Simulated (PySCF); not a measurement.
HS$_{2}$, doublet, geometry from GFN2-xTB. Base run: PySCF with R2SCAN/6-31G*.

Geometry (Å):
```xyz
3

S      0.9107    -0.4518    -0.0208
S     -0.8057     0.4864     0.0191
H     -1.6791    -0.5525     0.0274
```
Charge 0, spin multiplicity 2.
Orbitals are unrestricted.
All else is at PySCF's defaults.
Base energy -796.86002 Eh.

Variants of this job, named by their change:

```json
[
 {"change": "base", "ΔE vs base (mEh)": "0.000", "SCF cycles": "10", "<S^2>": "0.753", "outcome": "converged"},
 {"change": "conv_tol = 1e-11", "ΔE vs base (mEh)": "0.000", "SCF cycles": "12", "<S^2>": "0.753", "outcome": "converged"},
 {"change": "init_guess = vsap", "ΔE vs base (mEh)": "0.000", "SCF cycles": "10", "<S^2>": "0.753", "outcome": "converged"},
 {"change": "solver = newton; init_guess = 1e", "ΔE vs base (mEh)": "41.738", "SCF cycles": "-", "<S^2>": "0.755", "outcome": "another SCF solution"},
 {"change": "level_shift = 0.3 (with mf.max_cycle = 100)", "ΔE vs base (mEh)": "0.000", "SCF cycles": "19", "<S^2>": "0.753", "outcome": "converged"},
 {"change": "init_guess = sap", "ΔE vs base (mEh)": "0.000", "SCF cycles": "11", "<S^2>": "0.753", "outcome": "converged"},
 {"change": "diis = off (with mf.max_cycle = 100)", "ΔE vs base (mEh)": "-", "SCF cycles": "100", "<S^2>": "-", "outcome": "not converged"},
 {"change": "DIIS = EDIIS", "ΔE vs base (mEh)": "-", "SCF cycles": "50", "<S^2>": "-", "outcome": "not converged"},
 {"change": "diis = off; damp = 0.6 (with mf.diis_start_cycle = 200; with mf.max_cycle = 150)", "ΔE vs base (mEh)": "0.000", "SCF cycles": "23", "<S^2>": "0.753", "outcome": "converged"},
 {"change": "diis_space = 2", "ΔE vs base (mEh)": "0.000", "SCF cycles": "18", "<S^2>": "0.753", "outcome": "converged"},
 {"change": "diis_space = 12", "ΔE vs base (mEh)": "0.000", "SCF cycles": "10", "<S^2>": "0.753", "outcome": "converged"},
 {"change": "solver = newton", "ΔE vs base (mEh)": "0.000", "SCF cycles": "-", "<S^2>": "0.753", "outcome": "converged"},
 {"change": "level_shift = 0.5 (with mf.max_cycle = 100)", "ΔE vs base (mEh)": "0.000", "SCF cycles": "29", "<S^2>": "0.753", "outcome": "converged"}
]
```

A guess, shift, damping, solver or small numerical setting can't move a converged solution much, so rows marked as another SCF solution ended in a different state.

Open shells are given as the SCF converged; they aren't shown to be the lowest states, and a large step between rows can be another state.
